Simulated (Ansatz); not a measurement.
Born–Oppenheimer molecular dynamics of CH$_{2}$BSSi (6 atoms, charge 0, multiplicity 2). It goes on from the last frame of an earlier run, with new velocities.

Theory: UHF/STO-3G in Ansatz.

* ensemble: NVE (Milne-controlled integrator)
* time step: 1 fs
* steps asked: 400
* starting velocities drawn for: 100 K
* seed: 92413

First frame:

```xyz
6
Properties=species:S:1:pos:R:3
Si 0.098 1.802 -0.261
C 0.257 0.173 0.598
B 0.072 -1.121 -0.112
S -0.048 -2.492 -0.834
H -1.240 1.630 -0.802
H 0.760 0.117 1.531
```

Question: How far do the bonds stretch over the last three quarters of this one trajectory? (Pairs bonded in most of those frames.)

Answer: 
| bond | mean (Å) | spread (Å) | shortest | longest |
| --- | --- | --- | --- | --- |
| Si1–C2 | 1.849 | 0.012 | 1.82 | 1.87 |
| Si1–H5 | 1.456 | 0.018 | 1.43 | 1.48 |
| C2–B3 | 1.480 | 0.008 | 1.46 | 1.50 |
| C2–H6 | 1.087 | 0.024 | 1.05 | 1.12 |
| B3–S4 | 1.560 | 0.004 | 1.55 | 1.57 |

Mean temperature of the second half: 84 K. The conserved energy stayed within 0.45 meV per atom of its start (net change -0.29 meV per atom), so the integration is sound. A run of 0.4 ps of so small a system gives no equilibrium averages. Limits of this set-up: minimal basis.

Run time: 13 min on 1 CPU thread of a shared host.
